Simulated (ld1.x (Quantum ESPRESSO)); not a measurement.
Which change was made? (Si, TM)

Si, norm-conserving Troullier–Martins (Kleinman–Bylander form), made with ld1.x (Quantum ESPRESSO) 7.5 (Wu–Cohen, scalar-relativistic). Core [Ne], reference 3s2 3p2. Waves: 3s (bound): rc 1.80 bohr; 3d channel at 0.4 Ry: rc 2.00 bohr; 3p (bound): rc 2.35 bohr. Local part: the p channel. Core correction: none.

Cutoffs, loose and tight: the cutoffs (Ry, on a coarse ladder) from which the occupation-weighted sum of valence levels, in a spherical-Bessel basis at the reference potential, stays within 10 and 1 mRy of its value at 400 Ry. They do not see the model core or the augmentation charge, which bear on the density cutoff. Test errors are all-electron minus pseudo excitation energies from the reference, over the configurations 3s2 3p1; 3s2 3p0; 3s1 3p0; 3s0 3p4; 3s1 3p3; 3s2 3p2.3; 3s1 3p2; variants that change the core or the reference have their own tests.

The base gives: outcome: generated; cutoff, loose: 15 Ry; cutoff, tight: 35 Ry; bound ghosts: none; largest test error (meV): +72.

**Question.** After one change the result is: outcome: generated; cutoff, loose: 15 Ry; cutoff, tight: 40 Ry; bound ghosts: none; largest test error (meV): +103. Which change was it?
A. wave 3s (bound): rc 1.80 bohr becomes 3s (bound): rc 1.10 bohr
B. core correction a·sin(br)/r model core inside 1.94 bohr
C. wave 3p (bound): rc 2.35 bohr becomes 3p (bound): rc 1.58 bohr
D. type RRKJ; local potential the s channel

**Answer.** D. The others give: core correction a·sin(br)/r model core inside 1.94 bohr → outcome: generated; cutoff, loose: 15 Ry; cutoff, tight: 35 Ry; bound ghosts: none; largest test error (meV): +48 | wave 3p (bound): rc 2.35 bohr becomes 3p (bound): rc 1.58 bohr → outcome: generated; cutoff, loose: 25 Ry; cutoff, tight: 40 Ry; bound ghosts: none; largest test error (meV): +70 | wave 3s (bound): rc 1.80 bohr becomes 3s (bound): rc 1.10 bohr → outcome: generated; cutoff, loose: 100 Ry; cutoff, tight: 260 Ry; bound ghosts: s; largest test error (meV): +163.
